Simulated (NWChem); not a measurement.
System: C6H5F; SMILES Fc1ccccc1

Program: NWChem. Geometry: optimised at PBE0/def2-SVP. Ions are spin-unrestricted doublets at the neutral geometry; other ion states weren't tried.

Predict the results for PBE/def2-SVP. Quantities: vertical ionisation energy, ΔSCF (eV); −ε(HOMO) (eV).


```
Quantity                               Value
-------------------------------------  -----
vertical ionisation energy, ΔSCF (eV)   9.07
−ε(HOMO) (eV)                           6.02
```
